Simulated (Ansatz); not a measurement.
Molecular dynamics of ClH₈NW

The input (input.yaml):

```yaml
crystal:
  periodic: [false, false, false]
  atoms:
    - { symbol: W, position_ang: [0.294204, 0.32885, -0.349173] }
    - { symbol: Cl, position_ang: [-0.004666, 0.134526, 2.77609] }
    - { symbol: H, position_ang: [1.343745, -0.696597, 0.444905] }
    - { symbol: H, position_ang: [-0.629273, 1.503457, 0.393186] }
    - { symbol: H, position_ang: [-1.341057, -0.002023, -0.082386] }
    - { symbol: H, position_ang: [-0.218664, -1.253541, -0.05299] }
    - { symbol: H, position_ang: [0.622306, 0.583548, -2.031611] }
    - { symbol: "N", position_ang: [1.562853, 1.492125, 0.737294] }
    - { symbol: H, position_ang: [2.539625, 1.239425, 0.886162] }
    - { symbol: H, position_ang: [1.414504, 2.494053, 0.856612] }
    - { symbol: H, position_ang: [0.879821, 0.909378, 1.999612] }
basis:
  gaussian: { orbitals: def2-SVP }
hamiltonian:
  xc: r2scan
  dispersion: d4
md:
  timestep: 0.5
  n_steps: 200
  ensemble: nve
  temperature: 100.0
  initial_velocities: maxwell_boltzmann
  seed: 5463
```

Launched with:

```bash
$ ansatz run input.yaml --threads 4 --pin off --max-ram 5120MiB --backend cpu --events-out ev --progress --plain --runs-dir out
```

It starts at the highest image of a converged band. Of that band: Neighbouring images differ by up to 1.5 eV, so the band resolves the path poorly. A vibrational analysis at the climbing image gives one clearly imaginary mode, 269i cm⁻¹: a first-order saddle point.

Output, in part (step lines, the closing report, with atoms numbered from 0):

```
md step     0: t =     0.00 fs  T =   100.0 K  F+E_penalty+E_count = -15960.82095069 eV  E_kin = 0.116334 eV  conserved = -15960.70461669 eV  (30 SCF iters)
[... lines left out ...]
Total energy: -15961.08435581 eV, -586.5590312646 hartree
Atom 0 at     0.286070     0.323498    -0.287878 Å, force    -0.149082    -0.310646    -1.172953 eV/Å
Atom 1 at    -0.033019     0.104267     2.477059 Å, force    -0.021319    -0.046075    -0.241595 eV/Å
Atom 2 at     1.456476    -0.615524     0.437146 Å, force    -0.107832    -0.112310     0.215924 eV/Å
Atom 3 at    -0.592389     1.551300     0.393855 Å, force    -0.076736     0.079909     0.370125 eV/Å
Atom 4 at    -1.309061     0.062766     0.095602 Å, force    -0.086517    -0.169603     0.127002 eV/Å
Atom 5 at    -0.062497    -1.265614     0.062085 Å, force    -0.213985    -0.055576     0.186799 eV/Å
Atom 6 at     0.378235     0.487044    -2.065376 Å, force     0.085992    -0.014178     0.189996 eV/Å
Atom 7 at     1.680287     1.588860     0.742458 Å, force     0.937818     0.388276    -2.074670 eV/Å
Atom 8 at     2.646191     1.284635     0.594627 Å, force    -0.032521     0.069190     0.373125 eV/Å
Atom 9 at     1.602729     2.568799     0.488291 Å, force    -0.079749     0.390089     0.170749 eV/Å
Atom 10 at     1.340137     1.400363     1.672974 Å, force    -0.256069    -0.219076     1.855496 eV/Å
Dipole moment:     0.892014     0.757189    -0.758923 e Å
```

The steps, from the saved trajectory:

| time (fs) | T (K) | potential energy less start (eV) | conserved less start (meV/atom) |
| --- | --- | --- | --- |
| 0 | 100 | 0.000 | 0.00 |
| 3 | 72 | 0.033 | 0.02 |
| 6 | 41 | 0.069 | 0.02 |
| 9 | 27 | 0.085 | 0.01 |
| 12 | 25 | 0.087 | 0.03 |
| 15 | 51 | 0.057 | 0.01 |
| 18 | 61 | 0.045 | 0.01 |
| 21 | 55 | 0.053 | 0.02 |
| 24 | 56 | 0.051 | 0.01 |
| 27 | 51 | 0.057 | 0.02 |
| 30 | 62 | 0.044 | 0.02 |
| 33 | 74 | 0.031 | 0.01 |
| 36 | 68 | 0.037 | 0.02 |
| 39 | 83 | 0.020 | 0.02 |
| 42 | 123 | -0.027 | 0.02 |
| 45 | 160 | -0.070 | -0.04 |
| 48 | 119 | -0.022 | 0.05 |
| 51 | 167 | -0.079 | -0.04 |
| 54 | 98 | 0.003 | 0.04 |
| 57 | 169 | -0.081 | -0.03 |
| 60 | 128 | -0.033 | 0.03 |
| 63 | 178 | -0.092 | -0.06 |
| 66 | 142 | -0.049 | 0.02 |
| 69 | 140 | -0.046 | 0.03 |
| 72 | 237 | -0.160 | -0.04 |
| 75 | 196 | -0.111 | 0.06 |
| 78 | 275 | -0.205 | -0.09 |
| 81 | 182 | -0.095 | 0.04 |
| 84 | 238 | -0.160 | 0.02 |
| 87 | 302 | -0.236 | -0.07 |
| 90 | 321 | -0.257 | -0.06 |
| 93 | 323 | -0.259 | 0.00 |
| 96 | 282 | -0.212 | 0.04 |
| 99 | 358 | -0.301 | -0.10 |

The run went to its last step. The conserved energy stayed within 0.11 meV per atom of its start (net change -0.056 meV per atom), so the integration is sound. The kinetic energy rose, since the run started high on the potential surface and went downhill. A run of 0.1 ps of so small a system gives no equilibrium averages. The orbitals stay closed-shell, which can raise the energy where a bond breaks towards radicals; this wasn't checked here.

Between its relaxed ends the band would form Cl2–H11 and break W1–Cl2, N8–H11. These pairs go: Cl2–H11 1.41 → 2.05 Å, W1–Cl2 3.15 → 2.79 Å, N8–H11 1.55 → 1.01 Å. In the last frame they stand as before the step (other bonds may differ from the relaxed reactants and products). It ends as one piece, ClH8NW. Pairs count as bonded within 1.25 times the sum of covalent radii (0.12 Å more for H–H).

Last frame:

```xyz
11
Properties=species:S:1:pos:R:3
W 0.286 0.324 -0.288
Cl -0.033 0.104 2.477
H 1.456 -0.616 0.437
H -0.592 1.551 0.394
H -1.309 0.063 0.096
H -0.062 -1.266 0.062
H 0.378 0.487 -2.065
N 1.680 1.589 0.743
H 2.646 1.285 0.595
H 1.603 2.569 0.488
H 1.340 1.400 1.673
```

Run time: 8.2 min on 4 threads of Arm Neoverse V1 (shared host), peak memory 0.19 GiB.
